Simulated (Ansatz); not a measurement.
One change: `[SH][Sn]([Cl])([Cl])[Cl]` becomes `[SH][Ge]([Cl])([Cl])[Cl]`.

Ansatz, PBE0-D4/def2-TZVP geometries, multiplicity 1. Each molecule was computed in one conformer, which needn't be the lowest.

Elements past krypton have def2 core potentials. Scalar relativity is left out up to krypton.

```csv
property,`[SH][Sn]([Cl])([Cl])[Cl]`
zero-point energy (PBE0-D4/def2-TZVP) / kJ/mol,33.5
HOMO energy (PBE/def2-TZVPP) / eV,-7.19
HOMO–LUMO gap (PBE/def2-TZVPP) / eV,3.46
LUMO energy (B3LYP/def2-TZVPP) / eV,-3.13
size of the dipole moment (PBE/def2-TZVPP) / D,1.68
size of the dipole moment (B3LYP/def2-TZVPP) / D,1.73
```

Question: Give the same properties after the change, and the shifts. (An estimate is asked.)

Answer: The calculation gave: 
```csv
property,`[SH][Ge]([Cl])([Cl])[Cl]`,shift
zero-point energy (PBE0-D4/def2-TZVP) / kJ/mol,36.4,2.9
HOMO energy (PBE/def2-TZVPP) / eV,-7.07,0.12
HOMO–LUMO gap (PBE/def2-TZVPP) / eV,4.13,0.67
LUMO energy (B3LYP/def2-TZVPP) / eV,-2.28,0.85
size of the dipole moment (PBE/def2-TZVPP) / D,1.38,-0.30
size of the dipole moment (B3LYP/def2-TZVPP) / D,1.43,-0.30
```

With PBE0 the HOMO rises by 0.11 eV and the LUMO rises by 0.88 eV, so the gap widens by about 0.77 eV. PBE moves the HOMO by 0.12 eV and ωB97M-V by 0.12 eV. Dipoles are sizes alone; their direction can turn.

B3LYP here is the variant with VWN-RPA as its local correlation; programs differ in this.
